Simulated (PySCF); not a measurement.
## Electron affinity of Ag by level of theory

Ag⁻ [Kr] 4d10 5s2 (1S) → Ag [Kr] 4d10 5s1 (2S), as a difference of total energies. Computed with PySCF 2.14 in x2c-QZVPPall with one added diffuse shell each of s, p, d, f, g type (14s9p8d5f3g, 143 functions), with the spin-free X2C one-electron Hamiltonian (Gaussian nucleus). The calculations carry no spin-orbit coupling.

```json
{"method": "UHF", "electron affinity (eV)": "0.101", "error (eV)": "-1.203"}
{"method": "r2SCANh", "electron affinity (eV)": "1.161", "error (eV)": "-0.143"}
{"method": "BLYP", "electron affinity (eV)": "1.400", "error (eV)": "+0.096"}
{"method": "M06-2X", "electron affinity (eV)": "1.239", "error (eV)": "-0.065"}
```

Reference: 1.304 eV (measured; photodetachment measurements, as compiled on the Wikipedia data page of electron affinities).

In the anion the highest occupied orbital energy is positive at r2SCANh, BLYP, a self-interaction effect; the basis confines that electron, and the energy difference can still be sensible.
